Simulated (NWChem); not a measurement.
System: Si2H3F3; SMILES F[SiH2][SiH](F)F

Here is an NWChem input.

```
start job
memory heap 200 mb stack 900 mb global 1100 mb
geometry units angstroms noautosym nocenter noautoz
  Si    -0.090122    -1.306880    -0.528619
  F      0.715743    -2.327034     0.478967
  Si    -0.003239     0.857814     0.390972
  F     -0.902056     1.811175    -0.588818
  F      1.534936     1.404804     0.332212
  H      0.566836    -1.326381    -1.879289
  H     -1.513876    -1.773738    -0.645679
  H     -0.498675     1.029022     1.794628
end
basis spherical
  * library 6-31g*
end
dft
  xc b3lyp
  iterations 150
end
property
  response 1 0.0773
end
task dft property
```

NWChem printed, in part:

```
             Northwest Computational Chemistry Package (NWChem) 7.3.0
             --------------------------------------------------------

                             Geometry "geometry" -> ""
                             -------------------------

 Output coordinates in angstroms (scale by  1.889725989 to convert to a.u.)

  No.       Tag          Charge          X              Y              Z
 ---- ---------------- ---------- -------------- -------------- --------------
    1 Si                  14.0000    -0.09012200    -1.30688000    -0.52861900
    2 F                    9.0000     0.71574300    -2.32703400     0.47896700
    3 Si                  14.0000    -0.00323900     0.85781400     0.39097200
    4 F                    9.0000    -0.90205600     1.81117500    -0.58881800
    5 F                    9.0000     1.53493600     1.40480400     0.33221200
    6 H                    1.0000     0.56683600    -1.32638100    -1.87928900
    7 H                    1.0000    -1.51387600    -1.77373800    -0.64567900
    8 H                    1.0000    -0.49867500     1.02902200     1.79462800

 Effective nuclear repulsion energy (a.u.)     300.2949177621

                              NWChem Property Module
                              ----------------------

                                 NWChem DFT Module
                                 -----------------

 Summary of "ao basis" -> "ao basis" (spherical)
 ------------------------------------------------------------------------------
       Tag                 Description            Shells   Functions and Types
 ---------------- ------------------------------  ------  ---------------------
 Si                          6-31g*                  8       18   4s3p1d
 F                           6-31g*                  6       14   3s2p1d
 H                           6-31g*                  2        2   2s

            General Information
            -------------------
          SCF calculation type: DFT
          Wavefunction type:  closed shell.
          No. of atoms     :     8
          No. of electrons :    58
           Alpha electrons :    29
            Beta electrons :    29
          Charge           :     0
          Spin multiplicity:     1
          Use of symmetry is: off; symmetry adaption is: off
          Maximum number of iterations: 150
          AO basis - number of functions:    84
                     number of shells:    40
          Convergence on energy requested:  1.00D-06
          Convergence on density requested:  1.00D-05
          Convergence on gradient requested:  5.00D-04

              XC Information
              --------------
                         B3LYP Method XC Potential
                     Hartree-Fock (Exact) Exchange  0.200
                        Slater Exchange Functional  0.800 local
                    Becke 1988 Exchange Functional  0.720 non-local
              Lee-Yang-Parr Correlation Functional  0.810
                  VWN I RPA Correlation Functional  0.190 local

             Grid Information
             ----------------
          Grid used for XC integration:  medium
          Radial quadrature: Mura-Knowles
          Angular quadrature: Lebedev.
          Tag              B.-S. Rad. Rad. Pts. Rad. Cut. Ang. Pts.
          ---              ---------- --------- --------- ---------
          Si                  1.10       88          10.0       590
          F                   0.50       49          11.0       434
          H                   0.35       45          11.0       434
          Grid pruning is: on
          Number of quadrature shells:   458
          Spatial weights used:  Erf1

      Superposition of Atomic Density Guess
      -------------------------------------

 Sum of atomic energies:        -877.24630873

      Non-variational initial energy
      ------------------------------

 Total energy =    -877.986212
 1-e energy   =   -1818.776472
 2-e energy   =     640.495342
 HOMO         =      -0.312364
 LUMO         =      -0.004384

   convergence    iter        energy       DeltaE   RMS-Dens  Diis-err
 ---------------- ----- ----------------- --------- --------- ---------
 d= 0,ls=0.0,diis     1   -880.3466772768 -1.18D+03  2.14D-02  1.08D+00
 d= 0,ls=0.0,diis     2   -880.2218435571  1.25D-01  1.09D-02  2.89D+00
 d= 0,ls=0.0,diis     3   -880.4724889661 -2.51D-01  1.23D-03  1.36D-02
 d= 0,ls=0.0,diis     4   -880.4735064919 -1.02D-03  4.60D-04  2.06D-03
 d= 0,ls=0.0,diis     5   -880.4736928399 -1.86D-04  1.43D-04  5.17D-04
  Resetting Diis
 d= 0,ls=0.0,diis     6   -880.4737345521 -4.17D-05  3.03D-05  7.85D-06
 d= 0,ls=0.0,diis     7   -880.4737354870 -9.35D-07  8.57D-06  2.53D-07

         Total DFT energy =     -880.473735486954
      One electron energy =    -1821.220194018799
           Coulomb energy =      715.011618526758
    Exchange-Corr. energy =      -74.560077756991
 Nuclear repulsion energy =      300.294917762078

 Numeric. integr. density =       57.999998545776

                       DFT Final Molecular Orbital Analysis
                       ------------------------------------

 Vector   27  Occ=2.000000D+00  E=-3.963055D-01
              MO Center=  3.9D-02,  6.8D-01,  5.4D-01, r^2= 4.0D+00
   Bfn.  Coefficient  Atom+Function         Bfn.  Coefficient  Atom+Function
  ----- ------------  ---------------      ----- ------------  ---------------
    84     -0.293433  8 H  s                 55      0.280051  4 F  pz
    69      0.252332  5 F  pz                83     -0.212311  8 H  s
    59      0.191250  4 F  pz                23      0.181119  2 F  pz
    73      0.178746  5 F  pz                41     -0.173663  3 Si pz
    38     -0.163185  3 Si s                 67     -0.162307  5 F  px

 Vector   28  Occ=2.000000D+00  E=-3.575288D-01
              MO Center= -1.7D-01, -1.6D+00, -7.5D-01, r^2= 2.6D+00
   Bfn.  Coefficient  Atom+Function         Bfn.  Coefficient  Atom+Function
  ----- ------------  ---------------      ----- ------------  ---------------
    82     -0.313581  7 H  s                 80      0.302888  6 H  s
     7      0.286663  1 Si px                21     -0.274938  2 F  px
    81     -0.227600  7 H  s                 79      0.223514  6 H  s
    25     -0.206375  2 F  px                 9     -0.166120  1 Si pz
    23      0.156205  2 F  pz                27      0.117414  2 F  pz

 Vector   29  Occ=2.000000D+00  E=-3.065195D-01
              MO Center= -5.0D-02, -1.8D-01,  6.2D-02, r^2= 3.6D+00
   Bfn.  Coefficient  Atom+Function         Bfn.  Coefficient  Atom+Function
  ----- ------------  ---------------      ----- ------------  ---------------
     8      0.323715  1 Si py                40     -0.304321  3 Si py
    84     -0.249918  8 H  s                 41     -0.203977  3 Si pz
     9      0.198024  1 Si pz                22     -0.185270  2 F  py
    38      0.167899  3 Si s                 54      0.165027  4 F  py
    83     -0.162754  8 H  s                 68      0.153421  5 F  py

 Vector   30  Occ=0.000000D+00  E=-4.264728D-02
              MO Center= -6.4D-02, -5.5D-01, -1.7D-01, r^2= 4.4D+00
   Bfn.  Coefficient  Atom+Function         Bfn.  Coefficient  Atom+Function
  ----- ------------  ---------------      ----- ------------  ---------------
    12      0.581711  1 Si py                44      0.395105  3 Si py
    42     -0.389594  3 Si s                 10      0.372845  1 Si s
    24      0.330482  2 F  s                 13     -0.306950  1 Si pz
    11     -0.273522  1 Si px                43     -0.225661  3 Si px
    56     -0.221055  4 F  s                  8      0.197259  1 Si py

 Vector   31  Occ=0.000000D+00  E=-7.177628D-03
              MO Center= -7.9D-03,  1.8D-01,  9.2D-02, r^2= 4.4D+00
   Bfn.  Coefficient  Atom+Function         Bfn.  Coefficient  Atom+Function
  ----- ------------  ---------------      ----- ------------  ---------------
    43      0.539777  3 Si px                80     -0.536671  6 H  s
    44      0.465671  3 Si py                10      0.437598  1 Si s
    82      0.377278  7 H  s                 11      0.361796  1 Si px
    70     -0.346741  5 F  s                 12      0.340751  1 Si py
    39      0.296646  3 Si px                84      0.257661  8 H  s

 Vector   32  Occ=0.000000D+00  E= 3.931649D-02
              MO Center= -1.5D-01, -5.7D-01, -1.4D-01, r^2= 5.1D+00
   Bfn.  Coefficient  Atom+Function         Bfn.  Coefficient  Atom+Function
  ----- ------------  ---------------      ----- ------------  ---------------
    42      1.507998  3 Si s                 10     -0.962803  1 Si s
    12     -0.927203  1 Si py                13     -0.634099  1 Si pz
    44     -0.607667  3 Si py                84     -0.512040  8 H  s
    38      0.505343  3 Si s                  6     -0.444798  1 Si s
    45     -0.260219  3 Si pz                 8     -0.236176  1 Si py

     Multipole analysis of the density
     ---------------------------------

     L   x y z        total         alpha         beta         nuclear
     -   - - -        -----         -----         ----         -------
     0   0 0 0      0.000000    -29.000000    -29.000000     58.000000

[...]

 DFT Linear Response polarizability / au
 Frequency  =       0.0773000 / au
 Wavelength =     589.4353558 / nm
              X              Y              Z
 -----------------------------------------------
 X      39.3155569      1.2129927     -1.2002669
 Y       1.2131084     48.3292638      6.8888113
 Z      -1.2002046      6.8887989     43.7560777
 -----------------------------------------------
 Eigenvalues =      40.7502490     53.3067908     37.3438585
 Isotropic   =      43.8002995
 Anisotropic =      14.5616868
 -----------------------------------------------

 Magnetic Dipole Response Matrix (nonzero elements):
```

Level: B3LYP/6-31G* (spherical d). All runs use the structure optimised with PBE-D3(BJ)/def2-SVP.
